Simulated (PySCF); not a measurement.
CH4CdOSe, SMILES C[O][Cd][SeH].

Coordinates come from a B3LYP-D3(BJ)/def2-SVP optimisation. The def2 effective core potentials stand for the cores of Cd; spin–orbit coupling is left out. Other conformers were not sampled.

Two levels are set side by side: PBE/def2-TZVP (PySCF) and CAM-B3LYP/def2-TZVP (PySCF). Same geometry, gas phase. Differences are taken from unrounded values.

| quantity | CAM-B3LYP |
|---|---|
| orbital gap (eV) | 7.59 |
| highest occupied level (eV) | -8.33 |
| lowest empty level (eV) | -0.73 |
| dipole moment (D) | 1.11 |
| mean polarisability (bohr³) | 74.9 |

### Question
What does PBE give, and how far is it from CAM-B3LYP? (Estimate from the structure and the level; the computed values follow.)

### Answer

```tsv
quantity	PBE	PBE minus CAM-B3LYP
orbital gap (eV)	3.29	-4.30
highest occupied level (eV)	-5.73	2.60
lowest empty level (eV)	-2.43	-1.70
dipole moment (D)	0.99	-0.12
mean polarisability (bohr³)	81.6	6.7
```

Without exact exchange PBE keeps part of each electron's self-repulsion, which lifts occupied levels and narrows the gap. Loosely held outer electrons make PBE densities more polarisable. Differences between two approximate levels are no errors against the true value.

Rough cost on one machine, each run with all the roots and properties that it gave: CAM-B3LYP against PBE within a factor of 2.
